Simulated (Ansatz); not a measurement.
```yaml
crystal:
  periodic: [false, false, false]
  atoms:
    - {symbol: N, position_ang: [-0.588869, 1.184396, -1.381471]}
    - {symbol: Al, position_ang: [0.782177, 0.679504, -0.399457]}
    - {symbol: Ge, position_ang: [0.192071, -1.145409, 1.181912]}
    - {symbol: F, position_ang: [-1.517779, -1.441744, 0.860072]}
    - {symbol: H, position_ang: [-1.503651, 0.768200, -1.298095]}
    - {symbol: H, position_ang: [-0.588740, 1.903368, -2.086843]}
    - {symbol: H, position_ang: [2.200085, 1.362213, -0.566016]}
    - {symbol: H, position_ang: [0.248780, -0.834919, 2.694636]}
    - {symbol: H, position_ang: [0.864325, -2.521810, 0.978163]}
basis:
  gaussian: {orbitals: def2-mTZVPP}
hamiltonian: {xc: {name: wB97X}}
scf: {lower_state_search: light}
```

```sh
$ ansatz run in.yaml --threads 4 --pin off --events-out ev --progress --plain --max-ram 10444MiB
```

It prints (some lines left out):

```
Functional definition: wB97X
1214 factors; their error is unknown
304 factors; integrals over basis functions are off by at most 7.0e-6 eV
mean field evaluation 1: about -67400.4269 eV, gradient 6.3e1 eV
mean field evaluation 2: about -67397.9693 eV, gradient 7.5e1 eV
mean field evaluation 4: about -67407.1709 eV, gradient 3.1e0 eV
mean field evaluation 8: about -67407.3471 eV, gradient 3.1e-2 eV
mean field -67407.34707888 eV, -2477.1743148081 hartree, gradient 5.8e-5 eV, S^2 0.000000; 0 other end points of the search recorded, 0 dependent functions left out
reference -67407.34704396 eV, -2477.1743135247 hartree; 33, 33 occupied and 98, 98 virtual orbitals, 1214 factors
Total energy: -67407.34704396 eV, -2477.1743135247 hartree
```

It took 2.5 s on 4 threads of a server CPU on a shared host, with 0.35 GiB of host memory at the peak.
